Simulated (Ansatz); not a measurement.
A search over several starts for the lowest SCF solution of Si3Te at the given spin, in a small basis.

```yaml
crystal:
  periodic: [false, false, false]
  atoms:
    - {symbol: Si, position_ang: [1.206097, 1.388140, -0.359611]}
    - {symbol: Si, position_ang: [-0.980617, 0.928732, 0.350534]}
    - {symbol: Si, position_ang: [1.053023, -0.827622, 0.391473]}
    - {symbol: Te, position_ang: [-1.278503, -1.489260, -0.382396]}
basis:
  gaussian: {orbitals: def2-SVP, initial_orbitals: start.molden}
magnetization: {spin_polarized: true, initial_magnetization: 2}
hamiltonian: {xc: pbe, dispersion: d4}
output: {orbitals: {seedname: orbitals}}
```

The file start.molden holds the orbitals of an earlier run on this structure, at another level or in another basis.

```sh
$ ansatz run in.yaml --threads 4 --pin off --events-out ev --progress --plain --max-ram 4787MiB
```

Shortened log:

```
Functional definition: PBE
908 factors; their error is unknown
mean field evaluation 1: about -30905.3132 eV, gradient 4.6e-2 eV
mean field evaluation 2: about -30905.2247 eV, gradient 3.1e-5 eV
mean field evaluation 4: about -30898.9505 eV, gradient 2.6e1 eV
mean field evaluation 8: about -30905.3124 eV, gradient 2.7e-1 eV
mean field evaluation 16: about -30905.2247 eV, gradient 9.5e-4 eV
mean field evaluation 32: about -30904.7326 eV, gradient 6.6e0 eV
mean field -30905.22470055 eV, -1135.7460594315 hartree, gradient 3.1e-5 eV, S^2 2.009955; 3 other end points of the search recorded, 0 dependent functions left out
reference -30905.22473080 eV, -1135.7460605431 hartree; 34, 32 occupied and 46, 48 virtual orbitals, 908 factors
Total energy: -30905.50576609 eV, -1135.7563883996 hartree
```

Run time 1.9 s (4 threads of Arm Neoverse V1 on a shared host).

In the def2 sets Te takes a core potential; there is no spin–orbit coupling. At PBE0-D4/def2-TZVP a singlet of charge 0 lies 0.56 eV below the triplet, each at its own geometry. The structure comes from a short search, and lower isomers may exist.
